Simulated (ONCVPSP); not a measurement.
## Plane-wave convergence, ONCV potential for Er (Z = 68)

| Quantity | Value |
| --- | --- |
| Element | erbium |
| Generator | ONCVPSP 4.0.1 |
| Type | optimised norm-conserving Vanderbilt (ONCV) |
| Functional | PBE |
| Relativity | scalar-relativistic |
| Frozen core | [Kr] 4d10 4f11 |
| Valence charge | 11 |
| Reference configuration | 5s2 5p6 5d1 6s2 |
| Partial waves | 5s+6s: rc 1.90 bohr, ncon 4, nbas 7, qcut 8.1 1/bohr, 2 projectors; 5p: rc 1.75 bohr, ncon 4, nbas 7, qcut 9.5 1/bohr, 2 projectors, debl 1.7 Ha; 5d: rc 2.00 bohr, ncon 3, nbas 8, qcut 5.1 1/bohr, 1 projector |
| Local potential | polynomial inside 1.65 bohr (lpopt 1, dvloc0 -1 Ha) |
| Core correction | Teter function, fcfact 5, rcfact 1.6 |

For each optimised wave give the share of its norm inside rc, the residual kinetic energy above qcut (Ha) and the cutoffs (Ha) for errors of 10, 1, 0.1 and 0.01 mHa per electron.

```tsv
wave	norm inside rc	residual KE	10 mHa	1 mHa	0.1 mHa	0.01 mHa
5s	0.934	8.4e-08	14.9	19.5	23.4	26.6
6s	0.049	1.3e-08	11.0	16.7	21.4	25.1
5p	0.751	5.8e-08	18.1	25.0	30.6	35.3
p projector 2	0.130	2.3e-08	16.7	24.4	30.1	35.0
5d	0.316	2.2e-05	6.8	9.5	11.6	15.7
```

The occupied waves need 25 Ha and 31 Ha for 1 and 0.1 mHa. Note: no bound ghost flagged; GHOST(+) flagged for s at 80.1 eV. 1 of 4 tests not solved or not reliable.
